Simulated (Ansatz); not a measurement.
Consider the redistribution: `O[SiH2]S[SiH](Cl)Cl` + `C[Se]BF` → `O[SiH2]S[SiH2]Cl` + `C[Se]B(F)Cl`.

Computed with Ansatz on PBE0-D4/def2-TZVP structures; ΔE is electronic, products minus reactants. CCSD(T)/CBS adds triple-zeta CCSD(T) − MP2 to the extrapolated MP2 energy (def2 sets, frozen cores). For Se outer-core shells are correlated without core-valence functions, which leaves a few kJ/mol of doubt a bond. Scalar relativity is left out up to krypton. Each species was taken in one conformer, which may not be the lowest.

```csv
species,MP2/def2-QZVPP energy (Eh)
`O[SiH2]S[SiH](Cl)Cl`,-1973.09285
`C[Se]BF`,-2565.50635
`O[SiH2]S[SiH2]Cl`,-1513.88928
`C[Se]B(F)Cl`,-3024.70373
```

Task: Work out ΔE.

Result: ΔE = (-1513.88928) + (-3024.70373) − (-1973.09285) − (-2565.50635) = 0.00619 Eh = +16.3 kJ/mol. CCSD(T)/CBS gives +15.9 kJ/mol.

Largest T1 diagnostic among the species: 0.012.
